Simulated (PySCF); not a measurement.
A small calculation by hand: entropy of an ideal gas

Si(F)2(Cl)(OH) (ClF₂HOSi), SMILES O[Si](F)(F)Cl.

Coordinates come from a PBE0-D3(BJ)/def2-SVP optimisation. The values are those of a single conformer.

PBE0-D3(BJ)/def2-SVP run with PySCF gives the harmonic wavenumbers 116, 214, 241, 325, 334, 340, 579, 759, 865, 1004, 1034, 3950 cm⁻¹ and the rotational temperatures 0.1900, 0.1153, 0.1143 K. The molar mass is 118.54 g/mol, the symmetry number 1, the spin multiplicity 1.

Q: Work out the entropy at 298.15 K and 1 atm in the rigid-rotor, harmonic-oscillator model.

A: 
Translation (Sackur–Tetrode at 1 atm): S = R[1.5 ln M + 2.5 ln T − 1.16487] = 168.3 J/(mol K).
Rotation: q = (√π/σ) T^1.5/√(θA θB θC) = 182000, S = R[ln q + 3/2] = 113.2 J/(mol K).
Vibration: with u = 1.4388 ν/T, each mode gives R[u/(e^u − 1) − ln(1 − e^−u)]:
```csv
ν (cm⁻¹),modes,u,S (J/(mol K))
116,1,0.56,13.25
214,1,1.03,8.41
241,1,1.16,7.51
325,1,1.57,5.38
334,1,1.61,5.19
340,1,1.64,5.07
579,1,2.79,2.04
759,1,3.66,1.02
865,1,4.17,0.67
1004,1,4.84,0.39
1034,1,4.99,0.34
```
The stiffer modes add less than 0.005 each. Sum 49.3 J/(mol K).
Spin: R ln 1 = 0.0 J/(mol K).
Total 330.8 J/(mol K); the program's own thermochemistry gives 330.8. Translation makes up 51 % and vibration 15 %. Anharmonicity, hindered rotation and orbital degeneracy are left out.
